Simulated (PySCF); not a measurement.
A structure optimised at TPSSh-D3(BJ)/def2-SVP, used in a PySCF frequency run:

```xyz
9

Mg     0.2411    -0.1645     0.0000
Cl    -0.1567    -2.3510     0.0000
C      0.6236     1.9087     0.0000
C     -0.6099     2.8299     0.0000
H      1.2583     2.1368    -0.8782
H      1.2583     2.1368     0.8782
H     -1.2475     2.6680     0.8861
H     -1.2475     2.6680    -0.8861
H     -0.3317     3.8998     0.0000
```
Charge 0, spin multiplicity 1.

Problem. Write its SMILES, formula and point group.

Solution. C[CH2][Mg][Cl], C2H5ClMg, Cs

Problem. What are its rotational constants (standard atomic weights)?

Solution. 24.098, 1.3462, 1.2954 GHz
